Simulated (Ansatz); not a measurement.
Species: H₄AlSi, SMILES `[AlH][SiH3]` (charge 0, multiplicity 2).

Task: Give a relaxed geometry from PBE0-D4/def2-TZVP (Ansatz, an electronic-structure program).

Result: the end point of this relaxation (outside a Z-matrix the atoms follow the SMILES, hydrogens last).
Bond lengths (Å): Al1–Si2 2.475, Al1–H3 1.604, Si2–H4 1.492, Si2–H5 1.492, Si2–H6 1.492. Bond angles (°): Si2–Al1–H3 120.8, Al1–Si2–H4 109.5, Al1–Si2–H5 109.0, Al1–Si2–H6 115.6, H4–Si2–H5 107.0, H4–Si2–H6 107.7, H5–Si2–H6 107.7.
